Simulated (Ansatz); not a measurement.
Consider the substitution at a C–Si bond: `OC(F)[SiH3]` + HCl → `OC(F)Cl` + SiH₄.

Calculated with Ansatz (gas phase, PBE0-D4/def2-TZVP geometries, no zero-point term in ΔE). CBS: MP2 limit from def2 TZ/QZ plus the TZ coupled-cluster correction, frozen cores. This one scheme is used for every species. DFT in def2-TZVPP. B3LYP here is the variant with VWN-RPA as its local correlation; programs differ in this. Each species was taken in one conformer, which may not be the lowest.

```
             level  ΔE (kcal/mol)  difference from CCSD(T)/CBS
         revPBE-D4            1.2                         -2.2
         r2SCAN-D4            0.9                         -2.5
           PBE0-D4            1.7                         -1.7
          B3LYP-D4            2.4                         -1.0
           ωB97X-V            2.1                         -1.3
            B2PLYP            2.1                         -1.3
            revPBE            1.0                         -2.4
RPA@PBE/def2-TZVPP            2.8                         -0.6
  CCSD(T)/def2-SVP            0.8                         -2.6
    CCSD/CBS(def2)            3.9                          0.5
       CCSD(T)/CBS            3.4                            0
```

Task: What do rigid-rotor, harmonic-oscillator terms from PBE0-D4/def2-TZVP frequencies (298.15 K, 1 bar) make of the CCSD(T)/CBS value? (An estimate is asked.)

Result: Ansatz gave: ΔZPE = +0.6 kcal/mol, ΔH = +3.5 kcal/mol, ΔS = -8 J/(mol·K), ΔG = +4.0 kcal/mol.

Largest T1 diagnostic among the species: 0.012.

In def2-TZVPP, CCSD(T) changes the Hartree–Fock value by +1.3 kcal/mol (the triples alone add −0.5 kcal/mol) and MP2 by +0.9 kcal/mol. Leaving LDA and LC-ωPBE aside and taking each functional with its dispersion term where it has one, the values, not all of them listed here, spread over 1.9 kcal/mol, from B97M-V to BHLYP-D4. At CCSD(T), def2-SVP lies −2.6 kcal/mol from the extrapolated value and def2-TZVPP −0.6 kcal/mol.
